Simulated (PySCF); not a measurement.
**Correlation energy of Bi²⁺ (bismuth, charge +2)**

[Xe] 4f14 5d10 6s1 6p1 6d1, one real determinant (an excited configuration). Calculation: PySCF 2.14, in aug-cc-pVTZ-PP with ECP60MDF (6s5p4d2f, 55 functions); scalar relativity through the core potential. Frozen: 5s2 5p6 5d10; 3 electrons correlated.

MP2 pair energies summed by pair of shells (mhartree):

```csv
pair,energy,share (%)
6s-6d,-3.59,39.4
6p-6d,-3.54,38.8
6s-6p,-2.00,21.9
```

Total MP2 correlation energy: -9.13 mhartree.

Same-spin part -9.13 and opposite-spin part 0.00 mhartree; SCS-MP2 scales them by 1/3 and 6/5 to -3.04 mhartree.

The reference is one real determinant that mixes LS terms of this configuration.
